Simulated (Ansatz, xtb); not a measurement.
## Relative energy of two structures of ClFH3Si2+

We compare a, `F[SiH2][SiH+]Cl`, a singlet, with b, a singlet given by its coordinates. Both are isolated ions in the gas phase, relaxed with B3LYP-D3(BJ)/6-311G**; the shapes shown needn't be the lowest conformers.

a (Å):

```xyz
7

Cl    1.1237    0.0695    0.4200
F    -1.9006    1.4674   -3.2698
Si   -1.8699    1.0601   -1.7237
Si    0.4868    0.6325   -1.3798
H    -2.5222   -0.2302   -1.4510
H    -2.1764    2.1818   -0.8224
H     1.6019    0.7265   -2.3477
```

b (Å):

```xyz
7

Cl   -0.9177   -1.0334   -2.5040
F    -2.7103   -1.3212    0.0428
Si   -1.8536   -0.1843   -0.6494
Si    0.4024   -0.4715   -0.7332
H    -2.6233    1.0006   -1.0361
H     0.9832   -1.7262   -0.2356
H     1.2686    0.6260   -1.1862
```

Close contacts (Å): Cl1–Si3 2.24, Cl1–Si4 2.28, F2–Si3 1.58, Si3–Si4 2.28, Si3–H5 1.46, Si4–H6 1.47, Si4–H7 1.47.

Which of the two would you expect CCSD(T)/def2-TZVP electronic energies to favour?

Structure b; the calculation gives E(b) − E(a) = −4.7 kcal/mol.

Level by level:

```tsv
level	geometry	E(b) − E(a) (kcal/mol)	departure from the last row (kcal/mol)	job, with rough time for the two
B3LYP-D3(BJ)/6-311G**	B3LYP-D3(BJ)/6-311G**	−2.0	+2.7	optimisation, 74 s
HF/def2-TZVP	B3LYP-D3(BJ)/6-311G**	+0.8	+5.5	part of the CCSD(T) run
MP2/def2-TZVP	B3LYP-D3(BJ)/6-311G**	−5.8	−1.1	part of the CCSD(T) run
CCSD(T)/def2-TZVP	B3LYP-D3(BJ)/6-311G**	−4.7		single point, 39 s
```

HF/def2-TZVP puts the two in the other order. The largest departure from CCSD(T)/def2-TZVP is that of HF/def2-TZVP, 5.5 kcal/mol. Levels run at GFN2-xTB geometries aren't shown.

With harmonic frequencies from B3LYP-D3(BJ)/6-311G** (ideal gas, rigid rotor, one conformer each, 298.15 K, 1 atm): on the last row, ΔE + ΔZPE = −4.4 kcal/mol. A mode under 50 cm⁻¹ makes harmonic enthalpies and free energies unreliable, so none is given.

The correlated steps freeze 16 core orbitals. Codes used: Ansatz 0.2.0; the last row on 2 threads of Intel(R) Xeon(R) Platinum 8259CL CPU @ 2.50GHz (Skylake/Cascade Lake) on a shared host.
